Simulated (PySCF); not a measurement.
**Spinor energies of Sb²¹⁺ (antimony, charge +21)**

Start: [Ar] 3d10 4s2. Calculated with PySCF 2.14 in an even-tempered Gaussian basis (17 s from 1.4 bohr⁻², ratio 2.8; 13 p from 1.8 bohr⁻², ratio 2.8; 8 d from 3.2 bohr⁻², ratio 2.8; 4 f from 8.4 bohr⁻², ratio 3): generalised Hartree-Fock with the X2C-1e Hamiltonian and a Gaussian nucleus; one run each with spin-orbit coupling (SO) switched off, then screened by Boettger's factors.

| spinor shell | electrons | ε, spin-free (eV) | ε, screened SO (eV) | weight of nominal j (screened SO) | rms radius, screened SO (bohr) |
| --- | --- | --- | --- | --- | --- |
| 1s1/2 | 2 | -31268.4 | -31265.9 | 1.000 | 0.0325 |
| 2s1/2 | 2 | -5368.7 | -5368.0 | 1.000 | 0.133 |
| 2p1/2 | 2 | -4876.5 | -5052.1 | 1.000 | 0.115 |
| 2p3/2 | 4 | -4876.5 | -4797.0 | 1.000 | 0.120 |
| 3s1/2 | 2 | -1551.3 | -1551.2 | 1.000 | 0.347 |
| 3p1/2 | 2 | -1385.3 | -1419.7 | 1.000 | 0.340 |
| 3p3/2 | 4 | -1385.3 | -1369.7 | 1.000 | 0.351 |
| 3d3/2 | 4 | -1139.2 | -1145.3 | 1.000 | 0.321 |
| 4s1/2 | 2 | -654.26 | -654.24 | 1.000 | 0.760 |

(1) Where does 3d5/2 lie, and what is the 3d spin-orbit splitting (screened SO)?

```csv
quantity,spin-free,screened SO
E (hartree),-6286.61392,-6288.24695
M_J,0,0
⟨J²⟩,0.000,0.000
⟨L²⟩,0.000,0.013
⟨S²⟩,0.000,0.013
```

Breit and QED terms are absent; they matter most for the inner s and p1/2 levels.

Densities and radii are taken from the X2C orbitals without a picture-change correction, which distorts them close to the nucleus.

Without spin-orbit coupling the j labels of p, d and f shells carry no meaning; the spin-free column gives the mean over the occupied spinors of each nl shell.

Answers

(1) At -1135.0 eV, 10.311 eV above 3d3/2.
